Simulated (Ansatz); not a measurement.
Reaction (formal loss of a carbene): `O[SiH](F)CF` → `[CH2]` (triplet) + `O[SiH](F)F`

Program: Ansatz. Geometries: PBE0-D4/def2-TZVP. ΔE: electronic, gas phase. CBS: MP2 limit from def2 TZ/QZ plus the TZ coupled-cluster correction, frozen cores. This one scheme is used for every species. DFT in def2-TZVPP. Triplets are unrestricted, without spin–orbit coupling. Each species was taken in one conformer, which may not be the lowest.

**Question.** Is it downhill or uphill in electronic energy at CCSD(T)/CBS, and by how much? (Best estimate.)

**Answer.** Ansatz gave: Uphill: ΔE = +48.1 kcal/mol.

**Question.** What do these levels give: BHLYP-D4, PBE-QIDH, HF/def2-SVP, CCSD(T)/def2-SVP, CCSD(T)/def2-TZVPP, MP2/def2-QZVPP? (An estimate is asked.)

**Answer.** Ansatz gave: BHLYP-D4 44.5, PBE-QIDH 47.2, HF/def2-SVP 19.0, CCSD(T)/def2-SVP 47.4, CCSD(T)/def2-TZVPP 45.8, MP2/def2-QZVPP 47.4 kcal/mol.

Largest T1 diagnostic among the species: 0.012.

Leaving LDA and LC-ωPBE aside and taking each functional with its dispersion term where it has one, the values, not all of them listed here, spread over 12.5 kcal/mol, from r2SCAN0-D4 to PBE-D4. LDA lies +15.6 kcal/mol from PBE without D4. From PBE to PBE0 (25 % exact exchange), in def2-TZVPP and without D4, ΔE moves by −4.0 kcal/mol. In def2-TZVPP, CCSD(T) changes the Hartree–Fock value by +33.0 kcal/mol (the triples alone add +2.9 kcal/mol) and MP2 by +33.4 kcal/mol.
